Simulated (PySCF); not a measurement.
# SMILES CNC(=S)/C=C/C#N, C5H6N2S

Geometry (Å), atoms numbered from 1 in this order:
```xyz
14

C    -2.631   -0.260    0.292
N    -1.307    0.169   -0.073
C    -0.202   -0.213    0.586
S    -0.277   -1.194    1.917
C     1.061    0.287    0.076
C     2.243   -0.004    0.638
C     3.459    0.475    0.131
N     4.455    0.862   -0.288
H    -2.848   -1.254   -0.112
H    -2.696   -0.317    1.379
H    -3.362    0.451   -0.085
H    -1.207    0.713   -0.917
H     1.020    0.920   -0.803
H     2.291   -0.634    1.518
```

Computed with GIAO wB97X-D/pcSseg-1 magnetisability, rotational g tensor and spin-rotation constants, non-relativistic, gas phase in PySCF. Geometry: GFN2-xTB.

Problem. Give the nuclear spin-rotation constants along the inertial axes (H = +C I·J) beside the isotropic shieldings.

Solution. Rotational constants 4.3483, 0.8040, 0.6815 GHz. A star marks the isotopologue with that one atom substituted, in its own axes.
| atom | isotope | Caa (kHz) | Cbb (kHz) | Ccc (kHz) | mean (kHz) | σ (ppm) |
| --- | --- | --- | --- | --- | --- | --- |
| N2 | 14N | 0.511 | 0.085 | 0.043 | 0.213 | 108.1 |
| N8 | 14N | 0.302 | 0.172 | 0.156 | 0.210 | -61.8 |
| H9 | 1H | -0.385 | -0.079 | 0.008 | -0.152 | 28.7 |
| H10 | 1H | -0.340 | -0.005 | -0.043 | -0.129 | 27.2 |
| H11 | 1H | -0.317 | -0.012 | -0.062 | -0.131 | 28.8 |
| H12 | 1H | -0.393 | 0.048 | -0.086 | -0.144 | 25.7 |
| H13 | 1H | -0.372 | 0.072 | -0.089 | -0.130 | 25.4 |
| H14 | 1H | -0.376 | 0.065 | -0.073 | -0.128 | 24.7 |
| C1 | 13C* | 0.629 | 0.154 | 0.109 | 0.297 | 151.6 |
| C3 | 13C* | 2.824 | 0.350 | 0.129 | 1.101 | -17.7 |
| S4 | 33S* | 1.941 | 0.533 | 0.080 | 0.851 | 171.2 |
| C5 | 13C* | 1.868 | 0.338 | 0.115 | 0.773 | 39.0 |
| C6 | 13C* | 1.792 | 0.298 | 0.085 | 0.725 | 62.7 |
| C7 | 13C* | 0.088 | 0.335 | 0.310 | 0.244 | 64.7 |

For the geometry as given, no vibrational averaging.

Problem. How do the rotational constants and the g tensor change when H9, H10, H11, H12, H13, H14 are replaced by deuterium?

Solution. Constants 3.8728, 0.7536, 0.6359 GHz; g -0.0410, -0.0191, -0.0054, against -0.0444, -0.0204, -0.0055 before.
